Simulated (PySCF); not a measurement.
Zn(NH3)4 (H12N4Zn), SMILES [NH3]->[Zn+2](<-[NH3])(<-[NH3])<-[NH3], charge +2.

Coordinates come from a ωB97X-D3(BJ)/def2-SVP optimisation. The isomer is the one that the SMILES or the coordinates give; other isomers of the formula were not compared.

Two levels are set side by side: PBE/def2-TZVP (PySCF) and M06-2X/def2-TZVP (PySCF). Same geometry, gas phase. Differences are taken from unrounded values.

| quantity | M06-2X | PBE | PBE minus M06-2X |
|---|---|---|---|
| orbital gap (eV) | 12.11 | 7.33 | -4.77 |
| highest occupied level (eV) | -20.11 | -16.82 | 3.29 |
| lowest empty level (eV) | -8.00 | -9.49 | -1.49 |
| mean polarisability (bohr³) | 49.4 | 52.9 | 3.6 |

PBE's occupied levels lie high since its potential decays too fast outside the molecule; exact exchange lowers them and widens the gap. PBE's more diffuse valence density responds more strongly to a field. Differences between two approximate levels are no errors against the true value.

Rough cost on one machine, each run with all the roots and properties that it gave: M06-2X against PBE about 4 times.
